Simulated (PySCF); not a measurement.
CCl₂F, charge +1, multiplicity 1.

```xyz
4

F      0.0000     0.0000     1.5683
C      0.0000     0.0000     0.3030
Cl     0.0000     1.4517    -0.4686
Cl     0.0000    -1.4517    -0.4686
```
Charge +1, spin multiplicity 1.

The structure is a stationary point at B3LYP-D3(BJ)/def2-SVP. The multiplicity is an assumed one; other spin states were not compared. The isomer is the one that the SMILES or the coordinates give; other isomers of the formula were not compared.

The numbers are results of PBE/pcSseg-2 (PySCF), not measurements. Non-relativistic, no solvent.

Computed absolute GIAO shielding of each atom: isotropic value and principal components (ppm):
| atom | σ(iso) | σ11 | σ22 | σ33 | span |
|---|---|---|---|---|---|
| F1 | -55.6 | -290.2 | -94.1 | 217.5 | 507.7 |
| C2 | -46.3 | -149.8 | -12.9 | 23.8 | 173.6 |
| Cl3 | 175.3 | -244.5 | 351.6 | 418.8 | 663.3 |
| Cl4 | 175.3 | -244.5 | 351.6 | 418.8 | 663.3 |
